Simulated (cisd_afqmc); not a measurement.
Input (AFQMC/CISD/def2-QZVPP; cisd_afqmc is a phaseless AFQMC code with CISD trial states that reads the integrals written by Ansatz): A basis named .json is the Basis Set Exchange file of that set.

Ansatz 0.2 input:
```python
import cisd_afqmc

open("ham.yaml", "w").write("""\
crystal:
  periodic: [false, false, false]
  atoms:
    - {symbol: C, position_ang: [0.00000000, 0.00000000, 0.00000000]}
basis:
  gaussian:
    orbitals: def2-QZVPP.json
magnetization: {spin_polarized: true, initial_magnetization: 2}
correlation: {method: ccsd, electrons: outside_noble_gas, hamiltonian_folder: ham}
scf: {lower_state_search: full}
""")
rep = cisd_afqmc.ansatz("ham.yaml")
e_ccsd = rep["correlation"]["coupled_cluster"]["energy"]["hartree"]
out = cisd_afqmc.run("ham", e_ccsd, trial="CISD", walkers=100, populations=8, threads=8, dt=0.005, steps=40, early=24, settle=10, least=32,
    cut=5e-5, rank_cut=2e-4, target=0.0004, seconds=1500, seed=1, memory=17280, gpu=False)
```

Output:

```
orbitals 56, occupied [3, 1], factors 294 of 344, rank of the doubles 128 of 214
E(HF) = -37.693627
E(CCSD) on the cut factors = -37.784154, shift to the whole factors -0.000003
Energy of the trial state on the determinant = -37.784079
  tau behind 7.2 of longer steps, mean of the populations' last blocks
   2.0  -37.78675
   4.0  -37.78675
   6.0  -37.78670
   8.0  -37.78683
blocks 312 (2 outliers left out), error by blocks joined: 1: 0.00004, 2: 0.00005, 4: 0.00006, 8: 0.00007, 16: 0.00006
E(AFQMC/CISD) = -37.78675 +/- 0.00007
```
